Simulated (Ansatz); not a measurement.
`C[CH2][MgH]` + `[OH][In]([SH])[SH]` → `C[O][In]([SH])[SH]` + `[CH3][MgH]`  (substitution at a C–C bond)

Computed with Ansatz on PBE0-D4/def2-TZVP structures; ΔE is electronic, products minus reactants. CBS: MP2 limit from def2 TZ/QZ plus the TZ coupled-cluster correction, frozen cores. DFT in def2-TZVPP. B3LYP here is the variant with VWN-RPA as its local correlation; programs differ in this. HSE06 is defined as in plane-wave codes. def2 core potentials past Kr. For In, Mg outer-core shells are correlated without core-valence functions, which leaves a few kJ/mol of doubt a bond. Each species was taken in one conformer, which may not be the lowest.

```csv
level,ΔE (kJ/mol),difference from CCSD(T)/CBS
PBE0-D4,35.7,-0.8
B3LYP-D4,30.1,-6.4
r2SCAN0-D4,34.1,-2.4
HSE06-D4,35.6,-0.9
CAM-B3LYP-D4,30.4,-6.1
revPBE,35.5,-1.0
B3LYP,32.1,-4.4
r2SCAN0,34.8,-1.7
HSE06,36.9,0.4
RPA@PBE/def2-TZVPP,33.0,-3.5
HF/def2-SVP,22.8,-13.7
MP2/def2-TZVPP,39.7,3.2
HF/def2-QZVPP,29.6,-6.9
MP2/def2-QZVPP,40.3,3.8
HF/CBS(def2),29.5,-7.0
CCSD/CBS(def2),36.8,0.3
CCSD(T)/CBS,36.5,0
```

Question: What do rigid-rotor, harmonic-oscillator terms from PBE0-D4/def2-TZVP frequencies (298.15 K, 1 bar) make of the CCSD(T)/CBS value? (An estimate is asked.)

Answer: Ansatz gave: ΔZPE = -3.2 kJ/mol, ΔH = +34.8 kJ/mol, ΔS = 0 J/(mol·K), ΔG = +34.6 kJ/mol. Modes under 50 cm⁻¹ make the entropy rough.

Largest T1 diagnostic among the species: 0.015.

At CCSD(T), def2-SVP lies −6.9 kJ/mol from the extrapolated value and def2-TZVPP −1.2 kJ/mol. Leaving LDA and LC-ωPBE aside and taking each functional with its dispersion term where it has one, the values, not all of them listed here, spread over 9.9 kJ/mol, from BLYP-D4 to PBE-QIDH.
